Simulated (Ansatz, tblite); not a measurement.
Removing and adding an electron: `c1coc(-c2ccc(-c3ccc(-c4ccc(-c5ccc(-c6ccc(-c7ccc(-c8ccc(-c9ccc(-c%10ccco%10)o9)o8)o7)o6)o5)o4)o3)o2)c1`. Charge 0, multiplicity 1. Geometry: r2SCAN-D4/def2-SVP. Ansatz, gas phase; energy differences of separate SCF runs; the oxidised species was run as a doublet alone; the reduced species was run as a doublet alone.

The xTB rows come from tblite. Single mean-field runs in def2-SVP are fitted with def2-universal-jkfit.

Task: Estimate orbital energies and vertical ionisation energies and electron affinities at: GFN1-xTB; GFN2-xTB; PBE-D4/def2-SVP; PBE0-D4/def2-SVP.

Result: 
```tsv
level	−HOMO (eV)	vertical IE (eV)	−LUMO (eV)	vertical EA (eV)	HOMO–LUMO gap (eV)	IE − EA (eV)
GFN1-xTB	10.15	11.33	8.45	7.25	1.70	4.08
GFN2-xTB	9.45	10.64	7.71	6.50	1.74	4.15
PBE-D4/def2-SVP	4.05	5.25	2.47	1.36	1.58	3.89
PBE0-D4/def2-SVP	4.77	5.62	1.93	1.16	2.84	4.47
```

 Raw xTB energy differences between charge states are shifted by several eV; the methods need an empirical correction for them. Sets without diffuse functions give affinities that are too small.
